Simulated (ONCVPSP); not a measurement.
**Cs, ONCV: configuration errors across variants**

ONCVPSP 4.0.1 input, shortened (lines: element, Z, core and valence counts, functional; n l f; lmax; l rc ep ncon nbas qcut; lloc lpopt rc5 dvloc0; l nproj debl; icmod fcfact rcfact), Wu-Cohen, scalar-relativistic:

```
  Cs 55.00    9    3  -118130      upf
    1    0    2.00
    2    0    2.00
    2    1    6.00
    3    0    2.00
    3    1    6.00
    3    2   10.00
    4    0    2.00
    4    1    6.00
    4    2   10.00
    5    0    2.00
    5    1    6.00
    6    0    1.00
    2
    0    2.65    0.00    4    7    5.20
    1    2.40    0.00    3    6    6.50
    2    2.70    0.06    4    8    3.40
    4    3    2.05   -1.00
    0    2    3.40
    1    2    2.50
    2    2    0.60
    0    0.00    0.00
```

In the d channel the program set the typed energies aside and used 0.050, 0.650 Ha.

All-electron excitation energies from the reference (eV): (1) 5s2 5p6 6s0 3.736; (2) 5s2 5p6 6s0.5 1.417; (3) 5s2 5p6 6s0 6p1 1.306; (4) 5s2 5p5 6s1 17.906.

A true bound ghost makes a file unfit for plane-wave use even where its test errors are small: the radial tests pick states by their node count and pass the ghost by.

Errors AE − PS in meV (a dash: test not solved or not reliable):

```tsv
change	(1)	(2)	(3)	(4)	bound ghosts	GHOST(+) flags above zero
base	-0.1	-0.1	+0.3	-4.2	none	s
local potential polynomial inside 2.05 bohr (lpopt 3, dvloc0 -2 Ha)	-0.1	-0.1	+0.3	-4.1	none	s
local potential polynomial inside 2.05 bohr (lpopt 3, dvloc0 -0.5 Ha)	-0.1	-0.1	+0.3	-4.2	none	none
local potential polynomial inside 2.05 bohr (lpopt 3, dvloc0 1 Ha)	-0.1	-0.1	+0.3	-4.3	none	none
local potential polynomial inside 2.05 bohr (lpopt 3, dvloc0 2.5 Ha)	-0.1	-0.1	+0.3	-4.2	none	none
local potential polynomial inside 2.05 bohr (lpopt 3, dvloc0 4.5 Ha)	-0.1	-0.1	+0.2	-4.2	none	p
local potential polynomial inside 2.05 bohr (lpopt 3, dvloc0 6 Ha)	-0.1	-0.1	+0.2	-4.3	none	none
local potential polynomial inside 2.05 bohr (lpopt 3, dvloc0 8 Ha)	0.0	-0.1	+0.2	-4.5	s	none
```

(1) Give the same row for: local potential polynomial inside 2.05 bohr (lpopt 3, dvloc0 9 Ha).

## Answers

(1) -0.1, -0.1, +0.2, -4.3; bound ghosts: none; GHOST(+) flags above zero: s.
